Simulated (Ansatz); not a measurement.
Ansatz (an electronic-structure program) input:
A basis named .json is the Basis Set Exchange file of that set.

Ansatz 0.2 input:
```yaml
crystal:
  periodic: [false, false, false]
  atoms:
    - {symbol: Cd, position_ang: [0.75928621, 0.05687892, -0.07853786]}
    - {symbol: Br, position_ang: [-0.80994822, 1.80832068, -1.40510809]}
    - {symbol: Br, position_ang: [-0.23135859, -1.88632606, 1.51281715]}
basis:
  gaussian:
    orbitals: def2-TZVPPD.json
    fitting: {mean_field: def2-universal-jkfit, correlation: def2-TZVPPD-RIFIT.json}
total_charge: -1
magnetization: {spin_polarized: true, initial_magnetization: 1}
correlation: {method: mp2, electrons: outside_noble_gas}
```

Task: What final total energy does it print?

Result: -5312.63387 Eh (RI-MP2/def2-TZVPPD). The basis has 170 functions.

The spin state was set by rule; other spins were not relaxed.
